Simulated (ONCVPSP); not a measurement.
# What one change does to a pseudopotential (copper (Cu), ONCV)

ONCVPSP 4.0.1 input, shortened (lines: element, Z, core and valence counts, functional; n l f; lmax; l rc ep ncon nbas qcut; lloc lpopt rc5 dvloc0; l nproj debl; icmod fcfact rcfact), PBE, scalar-relativistic:

```
  Cu 29.00    4    3        4      upf
    1    0    2.00
    2    0    2.00
    2    1    6.00
    3    0    2.00
    3    1    6.00
    3    2   10.00
    4    0    1.00
    2
    0    2.50    0.00    3    6    3.10
    1    1.00    0.00    4    7   11.60
    2    1.60    0.00    5   10    9.70
    4    5    0.80    4.00
    0    2    1.00
    1    2    3.70
    2    2    3.00
    1    0.40    0.00
```

Change: p: rc 1.42.

Cutoffs: the cutoffs (Ha) at which the residual kinetic energy of the hardest occupied pseudo-wave falls to 1 and 0.1 mHa per electron; they do not see the model core or the augmentation charge, which bear on the density cutoff. Errors are all-electron minus pseudo energies relative to the spin-unpolarised reference configuration.

Question: How do hardness, ghosts and transferability respond?

Answer: The potential gets softer (46 Ha and 54 Ha → 42 Ha and 49 Ha); both files keep a bound ghost (s); the errors of the 3 common tests hardly move. A larger radius leaves more room for a smooth pseudo-wave, so fewer plane waves are needed.

| quantity | base | changed |
| --- | --- | --- |
| cutoff, loose | 46 Ha | 42 Ha |
| cutoff, tight | 54 Ha | 49 Ha |
| loose cutoff by channel | s 3.6 Ha, p 46 Ha, d 41 Ha | s 3.6 Ha, p 42 Ha, d 41 Ha |
| bound ghosts | s | s |
| GHOST(+) flags under 300 eV | none | none |
| tests with a reliable result | 3 of 4 | 3 of 4 |
| error for 3p6 3d10 4s0, meV [ΔE 8.15 eV] | -0.1 | -0.2 |
| error for 3p6 3d9 4s0, meV [ΔE 29.48 eV] | -39 | -39 |
| error for 3p6 3d9 4s2, meV [ΔE 1.97 eV] | +63 | +63 |
| s: phases at 2.53 bohr within 0.05 rad from the reference energy up to (Ha; the scan ends near 5) | 2.2 | 2.2 |
| d: phases at 1.63 bohr within 0.05 rad from the reference energy up to (Ha; the scan ends near 5) | to the end of the scan | to the end of the scan |
| rms error of d²Exc/dni dnj with the model core, mHa | 0.48 | 0.41 |

 A true bound ghost makes a file unfit for plane-wave use even where its test errors are small: the radial tests pick states by their node count and pass the ghost by.
